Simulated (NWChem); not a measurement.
# GaNH4O; SMILES [NH2][GaH][OH]

```xyz
7

Ga    -0.3816    -0.0895    -0.0082
H     -1.9273    -0.1694    -0.0831
O      0.5340    -1.6244    -0.0211
H      1.4902    -1.5342     0.0290
N      0.5510     1.4597     0.0918
H      1.5593     1.5327     0.1429
H      0.1116     2.3714     0.1079
```
Atoms are numbered in this order, from 1.

Level: PBE0/def2-SVP (NWChem), optimised geometry, unscaled harmonic frequencies. 

Q: List the harmonic frequencies with IR intensities, and the thermochemistry.

A: 
| frequency (cm⁻¹) | IR intensity (km/mol) |
|---|---|
| 190 | 12.4 |
| 221 | 199.6 |
| 307 | 132.0 |
| 354 | 19.5 |
| 526 | 1.7 |
| 557 | 27.7 |
| 694 | 25.8 |
| 727 | 190.8 |
| 739 | 29.8 |
| 805 | 91.0 |
| 1522 | 27.7 |
| 2055 | 101.8 |
| 3627 | 25.1 |
| 3734 | 31.8 |
| 3924 | 48.1 |

```yaml
zero_point_energy: 28.6 kcal/mol
thermal correction to the enthalpy at 298.15 K (with zero-point energy): 32.6 kcal/mol
heat capacity Cv: 18.3 cal/(mol K)
entropy at 298.15 K and 1 atm (symmetry number 1): 72.6 cal/(mol K)
dipole_moment: 2.59 D
```

Rigid rotor and harmonic oscillator.
